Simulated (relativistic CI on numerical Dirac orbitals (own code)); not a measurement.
Sn17+: sensitivity of the levels to the model

Base calculation: Dirac-Coulomb-Breit CI, orbitals from a KLI potential per configuration, a model potential for QED, unscaled Slater integrals.

CI space (outside the closed core [Ar] 3d10): 4s2 4p3, 4s 4p4, 4p5, 4s2 4p2 4d, 4s 4p3 4d, 4s2 4p2 4f, 4s 4p3 4f, 4p4 4d, 4s 4p2 4d2, 4s2 4p 4d 4f, 4s2 4p2 5s, 4p4 4f, 4s2 4p 4d2, 4s2 4d3, 4s 4p 4d3, 4s2 4d2 4f, 4s 4p 4d2 4f, 4s2 4d2 5s, 4p3 4d2, 4p2 4d3, 4p2 4d2 4f, 4p2 4d2 5s. Double excitations out of closed p, d and f shells are left out; levels of such configurations are missing from the list, as are those of other unlisted configurations, and high levels can miss mixing partners.

The lowest level and the first level of each name with at least 55 % of one term (blank where a level has no safe partner in the second run):

```csv
Level,Base (cm⁻¹),Shift (cm⁻¹)
4s2 4p3 4S°_3/2,0,0
4s2 4p3 2D°_3/2,65053,-117
4s2 4p3 2D°_5/2,85915,-129
4s2 4p3 2P°_1/2,116964,-118
4s2 4p3 2P°_3/2,179459,-254
4s 4p4 4P_5/2,395085,+1484
4s 4p4 4P_3/2,439869,+1390
4s 4p4 4P_1/2,446201,+1424
4s 4p4 2D_3/2,494795,+1267
4s 4p4 2D_5/2,515773,+1258
4s2 4p2 4d 4F_3/2,582487,+404
4s2 4p2 4d 2F_5/2,632289,+57
4s2 4p2 4d 4F_7/2,642553,+17
4s2 4p2 4d 4D_3/2,648341,+179
```

At this charge energies of transitions that change n are usually good to better than 1 %, and those within a shell (Δn = 0) to a few per cent.

(1) One thing was changed in a second run, which moved the levels as shown. Which?
A. configuration mixing switched off
B. QED terms removed
C. Breit term removed

Results:

(1) B. QED terms removed. QED shifts follow the density of s (and p1/2) electrons at the nucleus, so configurations move by their count of such electrons; where none moves, the smaller shifts of p3/2 electrons and of j = l + 1/2 against j = l − 1/2 set the pattern.

LS names give the leading component of a level, which can be under half, so a name can repeat, a term be missing and a line seem to break the LS rules.
